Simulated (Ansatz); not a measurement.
`C#CC[CH2][GeH3]` and `C#CCS` differ in one atom or group.

Ansatz, PBE0-D4/def2-TZVP geometries, multiplicity 1. Each molecule was computed in one conformer, which needn't be the lowest.

Scalar relativity is left out up to krypton.

```
                                        property  `C#CC[CH2][GeH3]`
              LUMO energy (PBE0/def2-TZVPP) / eV               0.52
             LUMO energy (B3LYP/def2-TZVPP) / eV               0.25
size of the dipole moment (B3LYP/def2-TZVPP) / D               0.19
             HOMO–LUMO gap (PBE/def2-TZVPP) / eV               6.20
             HOMO energy (B3LYP/def2-TZVPP) / eV              -7.50
               HOMO energy (PBE/def2-TZVPP) / eV              -6.54
```

Give the same properties after the change, and the shifts. (Estimate.)

The calculation gave: 
| property | `C#CCS` | shift |
| --- | --- | --- |
| LUMO energy (PBE0/def2-TZVPP) / eV | 0.19 | -0.33 |
| LUMO energy (B3LYP/def2-TZVPP) / eV | -0.06 | -0.31 |
| size of the dipole moment (B3LYP/def2-TZVPP) / D | 1.49 | 1.30 |
| HOMO–LUMO gap (PBE/def2-TZVPP) / eV | 4.92 | -1.28 |
| HOMO energy (B3LYP/def2-TZVPP) / eV | -6.79 | 0.71 |
| HOMO energy (PBE/def2-TZVPP) / eV | -5.76 | 0.78 |

With PBE0 the HOMO rises by 0.70 eV and the LUMO falls by 0.33 eV, so the gap narrows by about 1.03 eV. PBE moves the HOMO by 0.78 eV and ωB97M-V by 0.70 eV. Dipoles are sizes alone; their direction can turn.

B3LYP here is the variant with VWN-RPA as its local correlation; programs differ in this.
